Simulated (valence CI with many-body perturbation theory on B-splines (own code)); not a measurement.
**V: configurations and terms from energies and g**

Calculated by relativistic CI+MBPT: five valence electrons over a frozen Dirac-Fock core [Ar], radial functions for each j: 9 s, 9 p, 9 d, 7 f, 4 g, 2 h, with the one-electron correlation potential Σ1, the two-electron term Σ2, the three-electron term Σ3, Breit, model QED; selected CI, second order for the rest, scaled by the run's own slope (own B-spline code, finite nucleus).

Against 15 measured levels this calculation errs by 411 cm⁻¹ on average and by 715 at most. These come from a selection out of the NIST Handbook of Basic Atomic Spectroscopic Data. Levels without a partner in it may be off by more, other configurations by 1,000 to 4,000 cm⁻¹. Among the levels kept, up to 1200 cm⁻¹ of a level comes from second order outside the variational space, and about a tenth of that is noise between levels of different J, which matters for small intervals.

| No. | J | Parity | E (cm⁻¹) | g |
| --- | --- | --- | --- | --- |
| 1 | 3/2 | even | 0.0 | 0.399 |
| 2 | 5/2 | even | 119 | 1.028 |
| 3 | 7/2 | even | 293 | 1.238 |
| 4 | 9/2 | even | 536 | 1.334 |
| 5 | 1/2 | even | 2791 | 3.338 |
| 6 | 3/2 | even | 2821 | 1.868 |
| 7 | 5/2 | even | 2883 | 1.658 |
| 8 | 7/2 | even | 2972 | 1.588 |
| 9 | 9/2 | even | 3086 | 1.557 |
| 10 | 1/2 | even | 9128 | 0.002 |
| 11 | 3/2 | even | 9156 | 1.202 |
| 12 | 5/2 | even | 9237 | 1.372 |
| 13 | 7/2 | even | 9372 | 1.429 |
| 14 | 1/2 | even | 9577 | 2.663 |

Energies count from the lowest level. Strongly mixed levels and levels close to another of their J and parity are left out, so the numbers can have gaps.

Give configuration and LS term of each level.

1: 3d3.4s2 4F; 2: 3d3.4s2 4F; 3: 3d3.4s2 4F; 4: 3d3.4s2 4F; 5: 3d4.4s 6D; 6: 3d4.4s 6D; 7: 3d4.4s 6D; 8: 3d4.4s 6D; 9: 3d4.4s 6D; 10: 3d4.4s 4D; 11: 3d4.4s 4D; 12: 3d4.4s 4D; 13: 3d4.4s 4D; 14: 3d3.4s2 4P.
